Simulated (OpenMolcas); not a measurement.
## Potential curves of In₂⁺: spin-free states

Calculated with OpenMolcas 26.06: state-averaged CASSCF(5,8) over In 5s 5p, In 5s 5p, XMS-CASPT2 (IPEA 0.25, imaginary shift 0.2 hartree), scalar X2C, ANO-RCC-VDZP, then RASSI spin–orbit state interaction with atomic mean-field integrals. C2 symmetry about the axis (a holds Σ, Δ, Γ; b holds Π, Φ, H; Σ⁺ and Σ⁻ are not told apart); roots by multiplicity and irrep: 2a 2, 2b 4, 4b 4, 4a 2.

XMS-CASPT2 energies in eV from the lowest point. Curves are followed by energy order within each symmetry, so they are adiabatic and may change character at avoided crossings and where g and u states cross; Σ⁺ and Σ⁻ are counted together.

```tsv
R (Å)	(1)2Σ	(1)2Π	(2)2Π	(2)2Σ	(1)4Π	(1)4Σ	(2)4Π	(2)4Σ
3.098	0.190	0.632	2.273	4.003	3.989	4.516	5.073	5.532
3.278	0.063	0.620	2.039	3.632	4.123	4.718	4.912	5.442
3.440	0.012	0.636	1.878	3.327	4.255	4.882	4.830	5.398
3.602	0.000	0.670	1.755	3.052	4.376	5.020	4.782	5.374
3.782	0.018	0.717	1.649	2.780	4.495	5.138	4.763	5.362
3.962	0.058	0.769	1.563	2.545	4.596	5.223	4.771	5.357
4.214	0.135	0.838	1.473	2.268	4.719	5.294	4.811	5.356
4.538	0.252	0.918	1.389	1.990	4.841	5.333	4.876	5.354
5.043	0.443	1.011	1.305	1.686	4.977	5.343	4.988	5.346
5.763	0.686	1.093	1.234	1.428	5.097	5.328	5.098	5.328
6.844	0.937	1.140	1.186	1.244	5.171	5.303	5.172	5.303
8.285	1.089	1.155	1.164	1.168	5.201	5.280	5.202	5.280
```

Task: With masses 114.904 and 114.904 u, fit the curves (1)2Σ near their minima.

Result: At XMS-CASPT2, Te from the lowest curve (the fit fixes ωe to a per cent or two; the method's Re and ωe can be off by some per cent):

```csv
curve,Te (cm⁻¹),Re (Å),ωe (cm⁻¹)
(1)2Σ,0,3.581,71.0
```

g and u states are not told apart. Only roots inside an energy window near the equilibrium distance were included, so the list of states is not complete; labels number the states computed. Each spin and symmetry block has orbitals of its own, averaged over its own roots, so gaps between blocks are less sure than gaps within one and near the minimum can be off by tenths of an eV, in bad cases by more. No Rydberg orbitals are active, so Rydberg states, and σ→σ* states whose orbital the CASSCF left unused, can be missing between those listed. At stretched bonds a block can hold a wrong CASSCF solution and miss its lowest state; points past a visible jump are left out. Points that failed a check (symmetry, reference weights, a jump) are left out.
